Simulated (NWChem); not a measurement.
Program: NWChem. System: F$_{5}$Te, charge 0, spin multiplicity 2, displaced from the optimised geometry. The structure started from a generated list of species. Its SCF solution wasn't tested for a lower state. Level: UB3LYP/def2-SVP with def2 effective core potentials on Te, VWN1-RPA local correlation.

NWChem printed:

```
             Northwest Computational Chemistry Package (NWChem) 7.3.0
             --------------------------------------------------------

                                NWChem Input Module
                                -------------------

 Scaling coordinates for geometry "geometry" by  1.889725989
 (inverse scale =  0.529177249)

 Turning off AUTOSYM since
 SYMMETRY directive was detected!

                             Geometry "geometry" -> ""
                             -------------------------

 Output coordinates in angstroms (scale by  1.889725989 to convert to a.u.)

  No.       Tag          Charge          X              Y              Z
 ---- ---------------- ---------- -------------- -------------- --------------
    1 F                    9.0000     1.96505000     0.00000000     0.18352100
    2 Te                  52.0000     0.00000000     0.00000000     0.17334600
    3 F                    9.0000     0.00000000     1.96504700     0.18373200
    4 F                    9.0000     0.00000000    -1.96504700     0.18373200
    5 F                    9.0000     0.00000000     0.00000000    -1.73606100
    6 F                    9.0000    -1.96505000     0.00000000     0.18352100

 Effective nuclear repulsion energy (a.u.)     779.7367075420

            Nuclear Dipole moment (a.u.)
            ----------------------------
        X                 Y               Z
 ---------------- ---------------- ----------------
     0.0000000000     0.0000000000    -0.0000056692

      Symmetry information
      --------------------

 Group name             C2v
 Group number             16
 Group order               4
 No. of unique centers     4

      Symmetry unique atoms

     1    2    3    5


 Summary of "ao basis" -> "" (spherical)
 ------------------------------------------------------------------------------
       Tag                 Description            Shells   Functions and Types
 ---------------- ------------------------------  ------  ---------------------
 *                          def2-svp                  on all atoms

                                 NWChem DFT Module
                                 -----------------

 Summary of "ao basis" -> "ao basis" (spherical)
 ------------------------------------------------------------------------------
       Tag                 Description            Shells   Functions and Types
 ---------------- ------------------------------  ------  ---------------------
 F                          def2-svp                 6       14   3s2p1d
 Te                         def2-svp                10       26   4s4p2d

 Summary of "ao basis" -> "ao basis" (spherical)
 ------------------------------------------------------------------------------
       Tag                 Description            Shells   Functions and Types
 ---------------- ------------------------------  ------  ---------------------
 F                          def2-svp                 6       14   3s2p1d
 Te                         def2-svp                10       26   4s4p2d

      Symmetry analysis of basis
      --------------------------

        a1         39
        a2         11
        b1         23
        b2         23

            General Information
            -------------------
          SCF calculation type: DFT
          Wavefunction type:  spin polarized.
          No. of atoms     :     6
          No. of electrons :    69
           Alpha electrons :    35
            Beta electrons :    34
          Charge           :     0
          Spin multiplicity:     2
          Use of symmetry is: on ; symmetry adaption is: on
          Maximum number of iterations: 100
          AO basis - number of functions:    96
                     number of shells:    40
          Convergence on energy requested:  1.00D-06
          Convergence on density requested:  1.00D-05
          Convergence on gradient requested:  5.00D-04

              XC Information
              --------------
                         B3LYP Method XC Potential
                     Hartree-Fock (Exact) Exchange  0.200
                        Slater Exchange Functional  0.800 local
                    Becke 1988 Exchange Functional  0.720 non-local
[...]
   alpha      1      2      3      4      5      6      7      8      9     10
    beta      1      2      3      4      5      6      9      7      8     11
 overlap   1.000  1.000  1.000  1.000  1.000  1.000  1.000  1.000  1.000  1.000

   alpha     11     12     13     14     15     16     17     18     19     20
    beta     10     13     14     12     15     17     18     16     19     20
 overlap   1.000  1.000  1.000  1.000  0.985  1.000  1.000  0.985  1.000  0.998

   alpha     21     22     23     24     25     26     27     28     29     30
    beta     21     22     23     28     25     26     24     27     29     30
 overlap   0.985  0.985  0.997  0.789  0.962  0.962  1.000  0.999  0.912  0.911

   alpha     31     32     33     34     35     36     37     38     39     40
    beta     33     31     32     34     35     36     37     38     39     40
 overlap   0.789  0.902  0.902  1.000  0.998  0.999  0.998  0.998  0.999  1.000

   alpha     41     42     43     44     45     46     47     48     49     50
    beta     41     42     43     44     45     46     47     48     49     52
 overlap   1.000  0.999  0.999  0.999  1.000  0.999  1.000  0.934  0.992  0.934

   alpha     51     52     53     54     55     56     57     58     59     60
    beta     50     51     53     54     55     56     57     58     59     60
 overlap   0.994  0.994  0.995  0.995  0.992  1.000  0.998  0.998  1.000  1.000

   alpha     61     62     63     64     65     66     67     68     69     70
    beta     61     62     63     64     65     66     67     68     69     70
 overlap   0.998  0.998  1.000  1.000  1.000  1.000  1.000  0.993  0.993  0.994

   alpha     71     72     73     74     75     76     77     78     79     80
    beta     71     75     76     74     73     72     81     80     77     84
 overlap   0.993  0.824  0.824  0.852  0.997  0.998  0.633  0.623  0.991  0.852

   alpha     81     82     83     84     85     86     87     88     89     90
    beta     78     79     80     81     86     87     85     88     89     90
 overlap   0.992  0.987  0.771  0.761  0.999  0.999  0.998  0.999  0.999  0.999

   alpha     91     92     93     94     95     96
    beta     91     92     93     94     95     96
 overlap   0.999  1.000  1.000  1.000  1.000  1.000

     --------------------------
     Expectation value of S2:
     --------------------------
      <S2> =      0.7570 (Exact =     0.7500)

 center of mass
 --------------
 x =   0.00000000 y =   0.00000000 z =   0.02933221

 moments of inertia (a.u.)
 ------------------
         751.324805840455           0.000000000000           0.000000000000
           0.000000000000         751.326405653445           0.000000000000
           0.000000000000           0.000000000000        1047.903371709738

     Multipole analysis of the density
     ---------------------------------

     L   x y z        total         alpha         beta         nuclear
     -   - - -        -----         -----         ----         -------
     0   0 0 0     -0.000000    -35.000000    -34.000000     69.000000

     1   1 0 0      0.000000      0.000000      0.000000      0.000000
     1   0 1 0     -0.000000     -0.000000      0.000000      0.000000
     1   0 0 1      0.799856      4.550271      5.421730     -9.172146

     2   2 0 0    -41.047095   -147.449848   -141.806169    248.208921
     2   1 1 0     -0.000000      0.000000     -0.000000      0.000000
     2   1 0 1      0.000000     -0.000000      0.000000      0.000000
     2   0 2 0    -41.044376   -147.449032   -141.803507    248.208164
     2   0 1 1      0.000000     -0.000000      0.000000      0.000000
     2   0 0 2    -35.988493    -70.771651    -68.992740    103.775899

            General Information
            -------------------
          SCF calculation type: DFT
          Wavefunction type:  spin polarized.
          No. of atoms     :     6
          No. of electrons :    69
           Alpha electrons :    35
            Beta electrons :    34
          Charge           :     0
          Spin multiplicity:     2
          Use of symmetry is: on ; symmetry adaption is: on
          Maximum number of iterations: 100
          AO basis - number of functions:    96
                     number of shells:    40
          Convergence on energy requested:  1.00D-06
          Convergence on density requested:  1.00D-05
          Convergence on gradient requested:  5.00D-04

              XC Information
              --------------
                         B3LYP Method XC Potential
                     Hartree-Fock (Exact) Exchange  0.200
                        Slater Exchange Functional  0.800 local
                    Becke 1988 Exchange Functional  0.720 non-local
              Lee-Yang-Parr Correlation Functional  0.810
                  VWN I RPA Correlation Functional  0.190 local

             Grid Information
             ----------------
          Grid used for XC integration:  fine
          Radial quadrature: Mura-Knowles
          Angular quadrature: Lebedev.
          Tag              B.-S. Rad. Rad. Pts. Rad. Cut. Ang. Pts.
          ---              ---------- --------- --------- ---------
          F                   0.50       70           9.0       590
          Te                  1.40      141           6.0       974
          Grid pruning is: on
          Number of quadrature shells:   351
          Spatial weights used:  Erf1

          Convergence Information
          -----------------------
          Convergence aids based upon iterative change in
          total energy or number of iterations.
          Levelshifting, if invoked, occurs when the
          HOMO/LUMO gap drops below (HL_TOL):  1.00D-02
          DIIS, if invoked, will attempt to extrapolate
          using up to (NFOCK): 10 stored Fock matrices.

                    Damping( 0%)  Levelshifting(0.5)       DIIS
                  --------------- ------------------- ---------------
          dE  on:    start            ASAP                start
          dE off:    2 iters        100 iters           100 iters

      Screening Tolerance Information
      -------------------------------
          Density screening/tol_rho:  1.00D-10
          AO Gaussian exp screening on grid/accAOfunc:  14
          CD Gaussian exp screening on grid/accCDfunc:  20
          XC Gaussian exp screening on grid/accXCfunc:  20
          Schwarz screening/accCoul:  1.00D-08

                            NWChem DFT Gradient Module
                            --------------------------

  charge          =   0.00
  wavefunction    = open shell

  Using symmetry

                         DFT ENERGY GRADIENTS

    atom               coordinates                        gradient
                 x          y          z           x          y          z
   1 F       3.713406   0.000000   0.346804    0.010085   0.000000  -0.000881
   2 Te      0.000000   0.000000   0.327576    0.000000   0.000000   0.017266
   3 F       0.000000   3.713400   0.347203    0.000000   0.010092  -0.000877
   4 F       0.000000  -3.713400   0.347203    0.000000  -0.010092  -0.000877
   5 F       0.000000   0.000000  -3.280680    0.000000   0.000000  -0.013749
   6 F      -3.713406   0.000000   0.346804   -0.010085  -0.000000  -0.000881

                 ----------------------------------------
                 |  Time  |  1-e(secs)   |  2-e(secs)   |
                 ----------------------------------------
                 |  CPU   |       0.02   |       0.91   |
                 ----------------------------------------
                 |  WALL  |       0.02   |       0.91   |
                 ----------------------------------------

 Task  times  cpu:        3.5s     wall:        3.5s

 Total times  cpu:        3.5s     wall:        3.5s
```

### Question
Write an NWChem input that would produce this output.

### Answer
One answer among several that fit: 
```
start mol
memory heap 200 mb stack 900 mb global 1100 mb
geometry units angstroms nocenter noautoz
  F      1.965050     0.000000     0.183521
  Te     0.000000     0.000000     0.173346
  F      0.000000     1.965047     0.183732
  F      0.000000    -1.965047     0.183732
  F      0.000000     0.000000    -1.736061
  F     -1.965050     0.000000     0.183521
  symmetry group C2v
end
basis spherical
  * library def2-svp
end
ecp
  Te library def2-ecp
end
dft
  xc b3lyp
  odft
  mult 2
  semidirect memsize 60000000 filesize 0
  iterations 100
  grid fine
end
task dft gradient
```
